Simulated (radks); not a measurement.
Ionisation ladder of praseodymium, from Pr XXIII to Pr XLIV. Each ion is in the ground configuration listed by NIST, and IE = E(next ion) - E(this ion). All-electron calculation, Dirac Kohn-Sham, BLYP, spin-unpolarised, spherical densities, finite nucleus; open shells fill j = l - 1/2 first; Fermi nuclear charge, rms radius 4.8919 fm. Program: a radial shooting solver on a logarithmic mesh with Libxc functionals.

| species | configuration | IE, Delta-SCF (eV) | <r> HOMO (bohr) | IE, NIST (eV) | kind | error (eV) |
|---|---|---|---|---|---|---|
| Pr XXIII | [Kr] 4d1 | 664.71 | 0.608 | 663 | theory | +1.7 |
| Pr XXIV | [Kr] | 804.60 | 0.597 | 803 | theory | +1.6 |
| Pr XXV | [Ar] 3d10 4s2 4p5 | 842.97 | 0.591 | 840 | theory | +3.0 |
| Pr XXVI | [Ar] 3d10 4s2 4p4 | 881.70 | 0.586 | 880 | theory | +1.7 |
| Pr XXVII | [Ar] 3d10 4s2 4p3 | 920.74 | 0.581 | 920 | theory | +0.7 |
| Pr XXVIII | [Ar] 3d10 4s2 4p2 | 989.83 | 0.559 | 985 | theory | +4.8 |
| Pr XXIX | [Ar] 3d10 4s2 4p1 | 1030.6 | 0.555 | 1028 | theory | +2.6 |
| Pr XXX | [Ar] 3d10 4s2 | 1133.4 | 0.549 | 1124 | theory | +9.4 |
| Pr XXXI | [Ar] 3d10 4s1 | 1174.6 | 0.545 | 1170 | semi-emp. | +4.7 |
| Pr XXXII | [Ar] 3d10 | 2019.4 | 0.241 | 2019 | theory | +0.4 |
| Pr XXXIII | [Ar] 3d9 | 2112.7 | 0.238 | 2108 | theory | +4.7 |
| Pr XXXIV | [Ar] 3d8 | 2207.6 | 0.236 | 2202 | theory | +5.6 |
| Pr XXXV | [Ar] 3d7 | 2303.9 | 0.233 | 2304 | theory | -0.1 |
| Pr XXXVI | [Ar] 3d6 | 2401.7 | 0.231 | 2400 | theory | +1.7 |
| Pr XXXVII | [Ar] 3d5 | 2501.0 | 0.229 | 2501 | theory | 0.0 |
| Pr XXXVIII | [Ar] 3d4 | 2628.0 | 0.223 | 2628 | theory | 0.0 |
| Pr XXXIX | [Ar] 3d3 | 2731.4 | 0.221 | 2729 | theory | +2.4 |
| Pr XL | [Ar] 3d2 | 2836.2 | 0.219 | 2838 | theory | -1.8 |
| Pr XLI | [Ar] 3d1 | 2942.4 | 0.217 | 2941 | theory | +1.4 |
| Pr XLII | [Ar] | 3233.6 | 0.247 | 3227 | theory | +6.6 |
| Pr XLIII | [Ne] 3s2 3p5 | 3327.3 | 0.246 | 3319 | theory | +8.3 |
| Pr XLIV | [Ne] 3s2 3p4 | 3421.5 | 0.244 | 3419 | theory | +2.5 |

Reference values: NIST Atomic Spectra Database (exp. = measured, semi-emp. = semi-empirical, theory = theoretical value adopted there). The ionisation energy per charge of the ion left behind rises most, in proportion, at Pr XXXII ([Ar] 3d10), from 37.889 to 63.106 eV. Spin polarisation and multiplet splitting are left out, so open shells lie too high by an amount that depends on their filling.

Beside tabulated values, note that spin-unpolarised runs miss the spin-polarisation part of the exchange energy of open shells.
